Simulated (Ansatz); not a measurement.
C₂H₈AlBSi, SMILES `[AlH2][SiH]1CBC1`, relaxed with RKS PBE0-D4/def2-TZVP in the Gaussian-basis code of Ansatz from a PBE-D4/def2-SVP geometry. The force threshold is 0.005 eV/Å; the program also tests the step.

Total charge 0; spin multiplicity 1.

Start:

```xyz
13

Al   -0.177   -2.480    0.336
Si    0.761   -0.250   -0.010
C     0.079    1.229    1.126
B    -0.844    1.222   -0.127
C    -0.027    0.906   -1.413
H     0.762   -3.750    0.618
H    -1.768   -2.662    0.288
H     2.261   -0.126   -0.081
H    -0.338    1.088    2.137
H     0.976    1.880    1.140
H    -2.017    0.894   -0.033
H     0.856    1.528   -1.661
H    -0.524    0.520   -2.320
```

(1) By how much does the energy fall, and how many steps does the optimiser take? (Estimate.)

(2) Which bonds change most? (Best estimate.)

(3) Give the relaxed structure. (An estimate is asked.)

Answers

(1) Computed: 1.07 kcal/mol, in 7 steps.

(2) Ansatz gave: Si2–C3 from 1.986 to 1.954 Å; Si2–C5 from 1.982 to 1.951 Å; B4–H11 from 1.222 to 1.200 Å; C5–H13 from 1.103 to 1.085 Å.

(3) Computed: 
```xyz
13

Al   -0.171   -2.473    0.335
Si    0.754   -0.238   -0.008
C     0.078    1.214    1.110
B    -0.846    1.224   -0.128
C    -0.024    0.894   -1.393
H     0.765   -3.729    0.601
H    -1.747   -2.663    0.300
H     2.239   -0.144   -0.077
H    -0.328    1.082    2.108
H     0.954    1.867    1.116
H    -2.006    0.929   -0.042
H     0.840    1.518   -1.632
H    -0.508    0.520   -2.290
```
